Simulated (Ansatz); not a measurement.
Geometry optimisation, Ansatz 0.2.0, RKS LDA/def2-SVP.

Input file:

```yaml
crystal:
  periodic: [false, false, false]
  atoms:
    - { symbol: Zn, position_ang: [0.142773, 0.266163, -0.153178] }
    - { symbol: O, position_ang: [0.281949, 0.533464, 1.608216] }
    - { symbol: H, position_ang: [-0.482919, 0.277775, 2.152932] }
    - { symbol: O, position_ang: [-0.364709, 0.001336, -1.809269] }
    - { symbol: H, position_ang: [0.407457, -0.042553, -2.404183] }
    - { symbol: "N", position_ang: [2.468486, -1.147433, 1.382782] }
    - { symbol: H, position_ang: [3.152002, -1.895027, 1.52088] }
    - { symbol: Si, position_ang: [2.934014, 0.426472, 0.873563] }
    - { symbol: H, position_ang: [4.277166, 0.264074, 0.204165] }
    - { symbol: H, position_ang: [2.022683, 0.929164, -0.263684] }
    - { symbol: H, position_ang: [2.999936, 1.540091, 1.880463] }
    - { symbol: H, position_ang: [1.624161, -1.176226, 1.990611] }
basis:
  gaussian: { orbitals: def2-SVP }
hamiltonian:
  xc: lda
relax:
  f_tol: 0.03
  max_steps: 50
output:
  orbitals: {}
```

Launched with:

```bash
$ ansatz run input.yaml --threads 4 --pin off --max-ram 5120MiB --backend cpu --events-out ev --progress --plain --runs-dir out
```

Task: Where does it end, and by what steps?

Result: The run converged. The force dipped under the threshold on the way, but the program's further checks kept it going. After 39 steps the energy has fallen by 0.692 eV; H5 moved furthest, 2.24 Å. Joined: Zn1–N6, O2–Si8.

| step | energy less start (eV) | largest force component (eV/Å) | accepted |
| --- | --- | --- | --- |
| 0 | 0.0000 | 0.546 | yes |
| 2 | -0.0606 | 0.562 | yes |
| 4 | -0.1896 | 1.727 | yes |
| 6 | -0.3132 | 0.374 | yes |
| 8 | -0.3406 | 0.373 | yes |
| 10 | -0.3580 | 0.115 | yes |
| 12 | -0.4003 | 0.122 | yes |
| 14 | -0.4669 | 0.895 | yes |
| 16 | -0.5805 | 0.504 | yes |
| 18 | -0.6387 | 0.440 | yes |
| 20 | -0.6628 | 0.140 | yes |
| 22 | -0.6789 | 0.180 | yes |
| 24 | -0.6846 | 0.104 | yes |
| 26 | -0.6835 | 0.180 | no |
| 28 | -0.6882 | 0.081 | yes |
| 30 | -0.6902 | 0.037 | yes |
| 32 | -0.6909 | 0.030 | yes |
| 34 | -0.6913 | 0.055 | yes |
| 36 | -0.6916 | 0.024 | yes |
| 38 | -0.6920 | 0.034 | yes |
| 39 | -0.6920 | 0.022 | yes |

```xyz
12
Properties=species:S:1:pos:R:3
Zn 0.462 -0.483 -0.225
O 0.794 0.989 0.912
H 0.315 1.795 1.170
O -0.939 -0.951 -1.192
H -0.793 -1.786 -1.673
N 2.294 -0.824 0.406
H 3.054 -0.892 -0.291
Si 2.614 0.729 1.458
H 4.060 0.237 1.742
H 2.996 2.020 0.763
H 2.166 0.794 2.904
H 2.441 -1.651 1.010
```

The run took 18 s on 4 threads of AMD EPYC 9R45 96-Core Processor (Zen 5), on a shared host, peak memory 0.21 GiB.
